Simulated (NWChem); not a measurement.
System: HfN3H7; SMILES [NH2][HfH]([NH2])[NH2]

Here is an NWChem input.

```
start job
memory heap 200 mb stack 900 mb global 1100 mb
geometry units angstroms
  Hf    -0.104522    -0.086961    -0.096345
  N      1.835212    -0.053660    -0.833467
  H      2.310995    -0.955596    -0.917570
  H      2.559473     0.590305    -0.515749
  N     -0.013525    -0.881956     1.818543
  H     -0.905813    -1.080847     2.277630
  H      0.597181    -0.558647     2.568012
  N     -0.657884     1.904552     0.083704
  H     -0.263376     2.557239     0.760664
  H     -0.705056     2.435730    -0.789821
  H     -1.256790    -1.053435    -1.174126
end
basis spherical
  * library def2-svp
end
ecp
  Hf library def2-ecp
end
dft
  xc pbe0
  iterations 150
end
driver
  maxiter 120
end
task dft optimize
```

Not confirmed as a minimum by frequencies. def2 effective core potentials on Hf; no spin-orbit coupling.

The level has its own optimisation.

Task: What results follow from this input? (PBE0/def2-SVP with def2 effective core potentials on Hf.) Quantities: r Hf–N (Å); r H–Hf (Å); r H–N (Å); dipole (D).

Result: 
```yaml
r Hf–N (Å): 2.034
r H–Hf (Å): 1.875
r H–N (Å): 1.019
dipole (D): 2.43
```
